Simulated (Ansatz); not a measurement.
Tetramethyltin + `[SiH3][O][AlH][Br]` → `[CH3][Sn]([CH3])([CH3])[Br]` + `[CH3][AlH][O][SiH3]`  (redistribution)

Isolated molecules relaxed with PBE0-D4/def2-TZVP in Ansatz; ΔE leaves out vibrations. CCSD(T)/CBS is the MP2 limit (def2-TZVPP, def2-QZVPP) plus CCSD(T) − MP2 in def2-TZVPP, frozen cores. Functionals use def2-TZVPP. def2 core potentials past Kr. For Br, Sn outer-core shells are correlated without core-valence functions, which leaves a few kJ/mol of doubt a bond. Scalar relativity is left out up to krypton. Each species was taken in one conformer, which may not be the lowest.

```
                       species  r2SCAN energy (Eh)
`[CH3][Sn]([CH3])([CH3])[CH3]`          -373.99013
          `[SiH3][O][AlH][Br]`         -3183.81422
 `[CH3][Sn]([CH3])([CH3])[Br]`         -2908.29124
         `[CH3][AlH][O][SiH3]`          -649.50762
```

**Question.** Work out ΔE.

**Answer.** ΔE = (-2908.29124) + (-649.50762) − (-373.99013) − (-3183.81422) = 0.00549 Eh = +14.4 kJ/mol. CCSD(T)/CBS gives +20.8 kJ/mol.

Largest T1 diagnostic among the species: 0.011.

From BLYP to BHLYP (50 % exact exchange), in def2-TZVPP and without D4, ΔE moves by +3.1 kJ/mol. In def2-TZVPP, CCSD(T) changes the Hartree–Fock value by +11.9 kJ/mol (the triples alone add +0.7 kJ/mol) and MP2 by +12.4 kJ/mol.
